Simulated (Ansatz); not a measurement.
Compare A (`OC/C=C/[SiH3]`) with its isomer B (`CC(C)[Si]O`).

Gas-phase electronic energies from Ansatz, PBE0-D4/def2-TZVP geometries. CCSD(T)/CBS is the MP2 limit (def2-TZVPP, def2-QZVPP) plus CCSD(T) − MP2 in def2-TZVPP, frozen cores. DFT in def2-TZVPP. Each species was taken in one conformer, which may not be the lowest.

Problem. Which is lower in electronic energy at CCSD(T)/CBS, and by how much? (Best estimate.)

Solution. Computed: B, by 28.4 kcal/mol.

Problem. Give E(B) − E(A) in kcal/mol with PBE0-D4, LDA (SPW92), HF/def2-TZVPP, MP2/def2-TZVPP, CCSD(T)/def2-TZVPP, B2PLYP, r2SCAN-D4. (An estimate is asked.)

Solution. Ansatz gave: PBE0-D4 -28.2, LDA (SPW92) -31.0, HF/def2-TZVPP -20.2, MP2/def2-TZVPP -29.3, CCSD(T)/def2-TZVPP -28.1, B2PLYP -26.9, r2SCAN-D4 -26.3. None reverses the order clearly.

Problem. Does the order hold for the free energy at 298.15 K (harmonic terms from PBE0-D4)? (An estimate is asked.)

Solution. Ansatz gave: Yes: G(B) − G(A) = -24.5 kcal/mol, for one conformer each. Modes under 60 cm⁻¹, often nearly free rotors, make the harmonic entropy too high.

Largest T1 diagnostic: 0.013.

The D4 term adds −1.6 kcal/mol with B3LYP and −0.8 kcal/mol with PBE0; it sums over pairs of atoms, weighted by their polarisabilities, and B3LYP, whose exchange is more repulsive, gets the larger term. At CCSD(T), def2-SVP lies +3.0 kcal/mol from the extrapolated value and def2-TZVPP +0.3 kcal/mol.

B3LYP here is the variant with VWN-RPA as its local correlation; programs differ in this.
